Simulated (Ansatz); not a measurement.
Reaction (formal hydrolysis of the Si–Br bond): `F[Si](F)([SiH3])Br` + H₂O → `O[Si](F)(F)[SiH3]` + HBr

Calculated with Ansatz (gas phase, PBE0-D4/def2-TZVP geometries, no zero-point term in ΔE). CBS: MP2 limit from def2 TZ/QZ plus the TZ coupled-cluster correction, frozen cores. This one scheme is used for every species. Functionals use def2-TZVPP. B3LYP here is the variant with VWN-RPA as its local correlation; programs differ in this. HSE06 is defined as in plane-wave codes. For Br outer-core shells are correlated without core-valence functions, which leaves a few kJ/mol of doubt a bond. Scalar relativity is left out up to krypton. Each species was taken in one conformer, which may not be the lowest.

```json
{"level": "r2SCAN-D4", "ΔE (kJ/mol)": "-19.1", "difference from CCSD(T)/CBS": "-2.3"}
{"level": "B97M-V", "ΔE (kJ/mol)": "-23.5", "difference from CCSD(T)/CBS": "-6.7"}
{"level": "PBE0-D4", "ΔE (kJ/mol)": "-13.4", "difference from CCSD(T)/CBS": "3.4"}
{"level": "B3LYP-D4", "ΔE (kJ/mol)": "-21.6", "difference from CCSD(T)/CBS": "-4.8"}
{"level": "HSE06-D4", "ΔE (kJ/mol)": "-13.0", "difference from CCSD(T)/CBS": "3.8"}
{"level": "ωB97X-V", "ΔE (kJ/mol)": "-22.2", "difference from CCSD(T)/CBS": "-5.4"}
{"level": "ωB97M-V", "ΔE (kJ/mol)": "-20.9", "difference from CCSD(T)/CBS": "-4.1"}
{"level": "BLYP", "ΔE (kJ/mol)": "-25.2", "difference from CCSD(T)/CBS": "-8.4"}
{"level": "r2SCAN", "ΔE (kJ/mol)": "-19.6", "difference from CCSD(T)/CBS": "-2.8"}
{"level": "PBE0", "ΔE (kJ/mol)": "-16.1", "difference from CCSD(T)/CBS": "0.7"}
{"level": "B3LYP", "ΔE (kJ/mol)": "-26.6", "difference from CCSD(T)/CBS": "-9.8"}
{"level": "HSE06", "ΔE (kJ/mol)": "-15.7", "difference from CCSD(T)/CBS": "1.1"}
{"level": "RPA@PBE/def2-TZVPP", "ΔE (kJ/mol)": "-26.5", "difference from CCSD(T)/CBS": "-9.7"}
{"level": "HF/def2-TZVPP", "ΔE (kJ/mol)": "-34.1", "difference from CCSD(T)/CBS": "-17.3"}
{"level": "MP2/def2-TZVPP", "ΔE (kJ/mol)": "-19.4", "difference from CCSD(T)/CBS": "-2.6"}
{"level": "CCSD/CBS(def2)", "ΔE (kJ/mol)": "-19.1", "difference from CCSD(T)/CBS": "-2.3"}
{"level": "CCSD(T)/CBS", "ΔE (kJ/mol)": "-16.8", "difference from CCSD(T)/CBS": "0"}
```

Largest T1 diagnostic among the species: 0.013.

Leaving LDA and LC-ωPBE aside and taking each functional with its dispersion term where it has one, the values, not all of them listed here, spread over 19.8 kJ/mol, from CAM-B3LYP-D4 to revPBE-D4. LDA lies −7.6 kJ/mol from PBE without D4. In def2-TZVPP, CCSD(T) changes the Hartree–Fock value by +9.3 kJ/mol (the triples alone add +2.3 kJ/mol) and MP2 by +14.7 kJ/mol.
